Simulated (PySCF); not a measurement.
Molfile (atoms numbered from 1):
```
C8H12FN
     RDKit          3D

 22 22  0  0  0  0  0  0  0  0999 V2000
   -2.0604   -0.8747    0.7301 C   0  0  0  0  0  0  0  0  0  0  0  0
   -1.1873    0.2116    0.1057 C   0  0  0  0  0  0  0  0  0  0  0  0
   -1.8866    0.8374   -1.0989 C   0  0  0  0  0  0  0  0  0  0  0  0
    0.1578   -0.3706   -0.3167 C   0  0  2  0  0  0  0  0  0  0  0  0
    1.1061   -0.8735    0.7894 C   0  0  0  0  0  0  0  0  0  0  0  0
    2.2755   -0.1198    0.1147 C   0  0  2  0  0  0  0  0  0  0  0  0
    3.0805    0.7010    0.9712 C   0  0  0  0  0  0  0  0  0  0  0  0
    3.6835    1.3715    1.6745 N   0  0  0  0  0  0  0  0  0  0  0  0
    1.2434    0.6212   -0.7629 C   0  0  1  0  0  0  0  0  0  0  0  0
    1.5309    0.6219   -2.1011 F   0  0  0  0  0  0  0  0  0  0  0  0
   -2.2357   -1.6782    0.0180 H   0  0  0  0  0  0  0  0  0  0  0  0
   -3.0222   -0.4604    1.0214 H   0  0  0  0  0  0  0  0  0  0  0  0
   -1.5864   -1.2949    1.6137 H   0  0  0  0  0  0  0  0  0  0  0  0
   -1.0068    0.9911    0.8558 H   0  0  0  0  0  0  0  0  0  0  0  0
   -1.2581    1.5941   -1.5623 H   0  0  0  0  0  0  0  0  0  0  0  0
   -2.8201    1.3044   -0.7950 H   0  0  0  0  0  0  0  0  0  0  0  0
   -2.1085    0.0762   -1.8436 H   0  0  0  0  0  0  0  0  0  0  0  0
    0.0080   -1.1248   -1.0921 H   0  0  0  0  0  0  0  0  0  0  0  0
    1.2303   -1.9496    0.8735 H   0  0  0  0  0  0  0  0  0  0  0  0
    0.8639   -0.4581    1.7661 H   0  0  0  0  0  0  0  0  0  0  0  0
    2.9120   -0.7674   -0.4917 H   0  0  0  0  0  0  0  0  0  0  0  0
    1.0698    1.6610   -0.4706 H   0  0  0  0  0  0  0  0  0  0  0  0
  1  2  1  0
  2  3  1  0
  2  4  1  0
  4  5  1  0
  5  6  1  0
  6  7  1  0
  7  8  3  0
  6  9  1  0
  9 10  1  0
  9  4  1  0
  1 11  1  0
  1 12  1  0
  1 13  1  0
  2 14  1  0
  3 15  1  0
  3 16  1  0
  3 17  1  0
  4 18  1  6
  5 19  1  0
  5 20  1  0
  6 21  1  6
  9 22  1  1
M  END
```

Single conformer, relativity neglected, isolated molecule, fast rotation and ring inversion assumed for equivalent nuclei. Geometry from GFN2-xTB; shielding tensors at PBE0/pcSseg-1 (GIAO); PySCF 2.14.

Chemical shifts δ = σref − σ; TMS for $^{13}$C (σ = 186.93 ppm), all at this level.

**Question.** Do the $^{13}$C shifts follow the atomic charges (in e)? Tabulate both.

**Answer.** 
```tsv
atoms	hybridisation	δ (ppm)	σ para (ppm)	Hirshfeld	IAO	Mulliken	ESP-fitted
C7	sp	125.3	-197	+0.08	+0.14	+0.14	+0.32
C9	sp3	98.0	-156	+0.07	+0.19	+0.36	+0.24
C4	sp3	51.9	-118	-0.03	-0.13	-0.31	-0.06
C2	sp3	38.5	-96	-0.02	-0.09	-0.34	+0.36
C6	sp3	26.4	-98	-0.01	-0.18	-0.33	-0.13
C5	sp3	25.2	-87	-0.06	-0.26	-0.04	-0.20
C1	sp3	21.4	-82	-0.12	-0.42	-0.20	-0.49
C3	sp3	21.3	-82	-0.12	-0.42	-0.20	-0.59
```

Correlation coefficients of δ with charge over these carbons: Hirshfeld +0.89, IAO +0.89, Mulliken +0.75, ESP-fitted +0.71; with the paramagnetic shielding -0.99. Among the 7 sp3 carbons alone: Hirshfeld +0.86, IAO +0.91, Mulliken +0.73, ESP-fitted +0.65. With so few points, grouped by hybridisation, these coefficients are fragile. Charge is one influence among several: hybridisation and low-lying excitations act through the paramagnetic term.

Shifts are as computed. Against solution values, carbons near 30 ppm lie about +3 ppm off and those near 130 ppm about +5 ppm. Of 1211 compounds with measured shifts, 218 miss one by over three times the rms of a fit or turn the order of signals round; such compounds aren't used in these exercises.
